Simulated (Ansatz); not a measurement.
Start from `C[BH][GaH2]` and change one atom or group to get `C[BH][GeH3]`.

Ansatz, PBE0-D4/def2-TZVP geometries, multiplicity 1. 

Scalar relativity is left out up to krypton.

```
                                          property  `C[BH][GaH2]`
             HOMO energy (ωB97M-V/def2-TZVPP) / eV          -9.27
size of the dipole moment (ωB97M-V/def2-TZVPP) / D           1.39
               HOMO–LUMO gap (PBE/def2-TZVPP) / eV           3.44
               LUMO energy (B3LYP/def2-TZVPP) / eV          -1.80
               HOMO energy (B3LYP/def2-TZVPP) / eV          -6.96
    size of the dipole moment (PBE/def2-TZVPP) / D           1.41
```

(1) What does the change do to each property? (Estimate.)

## Answers

(1) The calculation gave: 
| property | `C[BH][GeH3]` | shift |
| --- | --- | --- |
| HOMO energy (ωB97M-V/def2-TZVPP) / eV | -9.99 | -0.72 |
| size of the dipole moment (ωB97M-V/def2-TZVPP) / D | 1.37 | -0.02 |
| HOMO–LUMO gap (PBE/def2-TZVPP) / eV | 3.93 | 0.49 |
| LUMO energy (B3LYP/def2-TZVPP) / eV | -1.96 | -0.16 |
| HOMO energy (B3LYP/def2-TZVPP) / eV | -7.66 | -0.70 |
| size of the dipole moment (PBE/def2-TZVPP) / D | 1.36 | -0.05 |

With PBE0 the HOMO falls by 0.71 eV and the LUMO falls by 0.17 eV, so the gap widens by about 0.54 eV. PBE moves the HOMO by -0.66 eV and ωB97M-V by -0.72 eV. The zero-point energy changes by 26.4 kJ/mol with +3 modes. Dipoles are sizes alone; their direction can turn.

B3LYP here is the variant with VWN-RPA as its local correlation; programs differ in this.
